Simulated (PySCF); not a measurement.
## Mg³⁺ (magnesium, charge +3): UHF calculation

Configuration: [He] 2s2 2p5, 2P determinant. All numbers are calculated (PySCF 2.14, no relativity, point nucleus, in aug-cc-pVDZ (5s4p2d, 27 functions)).

```json
{
  "Total energy": "-195.846414 hartree",
  "One-electron energy": "-255.9599 hartree",
  "Hartree (Coulomb) energy": "74.6666 hartree",
  "Exchange energy": "-14.5531 hartree",
  "Kinetic energy": "191.91262 hartree",
  "⟨S²⟩": "0.7501",
  "⟨L²⟩": "2.000",
  "Sum of ⟨r⟩": "4.982 bohr",
  "Sum of ⟨r²⟩": "4.036 bohr²",
  "Traceless quadrupole moment −½Σ⟨3z² − r²⟩ along its main axis": "0.230 e·bohr²",
  "Density at the nucleus (Gaussians lack the cusp)": "1060 bohr⁻³",
  "Spin density at the nucleus": "0.0724 bohr⁻³",
  "Langevin diamagnetic susceptibility": "-3.20 ×10⁻⁶ cm³/mol",
  "Time after the integrals": "0.06 s of wall time on 1 thread of Neoverse-V1 (shared host)"
}
```

```json
{"shell": "1s α", "electrons": "1", "mean orbital energy (eV)": "-1403.9", "spread (eV)": "0", "rms radius, mean of both spins (bohr)": "0.151"}
{"shell": "1s β", "electrons": "1", "mean orbital energy (eV)": "-1401.7", "spread (eV)": "0", "rms radius, mean of both spins (bohr)": "0.151"}
{"shell": "2s α", "electrons": "1", "mean orbital energy (eV)": "-157.11", "spread (eV)": "0", "rms radius, mean of both spins (bohr)": "0.746"}
{"shell": "2s β", "electrons": "1", "mean orbital energy (eV)": "-149.69", "spread (eV)": "0", "rms radius, mean of both spins (bohr)": "0.746"}
{"shell": "2p α", "electrons": "3", "mean orbital energy (eV)": "-117.59", "spread (eV)": "4.121", "rms radius, mean of both spins (bohr)": "0.759"}
{"shell": "2p β", "electrons": "2", "mean orbital energy (eV)": "-114.14", "spread (eV)": "0", "rms radius, mean of both spins (bohr)": "0.759"}
```
